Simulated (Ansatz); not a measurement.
All numbers were calculated with Ansatz.

Basis-set series for H$_{5}$MoN$_{3}$O (`[NH]=[Mo](=[NH])([NH2])[OH]`). Charge 0, multiplicity 1. Mo: def2 effective core potential. The geometry is a stationary point of PBE0-D4/def2-TZVP. It is one conformer, not always the lowest.

```
functional       basis  functions  energy (Eh)  HOMO (eV)  LUMO (eV)
   PBE0-D4    def2-SVP        112   -310.30801      -7.12      -0.74
   PBE0-D4  def2-QZVPP        459   -310.64495      -7.32      -1.03
   ωB97M-V    def2-SVP        112   -310.38840      -9.34       1.32
   ωB97M-V  def2-QZVPP        459   -310.73423      -9.57       0.54
```

Question: Give the rows for def2-TZVPP. (Best estimate.)

Answer: The calculation gave: 
```tsv
functional	basis	functions	energy (Eh)	HOMO (eV)	LUMO (eV)
PBE0-D4	def2-TZVPP	250	-310.62646	-7.28	-0.97
ωB97M-V	def2-TZVPP	250	-310.71633	-9.52	1.06
```

Positive LUMOs are unbound and depend on the basis.
